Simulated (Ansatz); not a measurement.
Reaction (SMILES): C=C(C)CCC → [CH2]CCC(=C)C + H atom (the C-H bond at the site shown breaks; other sites are not compared here)
Geometries: B3LYP-D3(BJ)/def2-TZVP minima from Ansatz (a quantum-chemistry and plane-wave program), one conformer each, not searched for the lowest. Frequencies are from Ansatz.

Property: bond dissociation energy (enthalpy at 298 K, with B3LYP-D3(BJ) rigid-rotor harmonic-oscillator terms), in kcal/mol. Cores are frozen in the correlated levels unless marked. Open shells are spin-unrestricted. Spin-orbit coupling is left out. No relativistic terms. CBS marks a two-point X^-3 extrapolation of the correlation energy; Hartree-Fock from the larger set. [CCSD(T)-MP2]/basis is that difference in the basis named.

Level to compare with: RI-MP2/CBS(cc-pVTZ,cc-pVQZ)+[CCSD(T)-MP2]/cc-pVTZ (Ansatz), 102.4 kcal/mol. It is a level with limits of its own, and the differences hold the functionals' basis error too.

### Question
Rank these functionals by how close they come to RI-MP2/CBS(cc-pVTZ,cc-pVQZ)+[CCSD(T)-MP2]/cc-pVTZ, closest first: B97M-V/def2-TZVPD (Ansatz); r2SCAN0/def2-TZVPD (Ansatz); wB97X-V/def2-TZVPD (Ansatz).

### Answer
wB97X-V/def2-TZVPD (range-separated hybrid with VV10, 101.1 kcal/mol, difference -1.3), B97M-V/def2-TZVPD (meta-GGA with VV10, 99.7 kcal/mol, difference -2.7), r2SCAN0/def2-TZVPD (hybrid meta-GGA, 96.2 kcal/mol, difference -6.2)
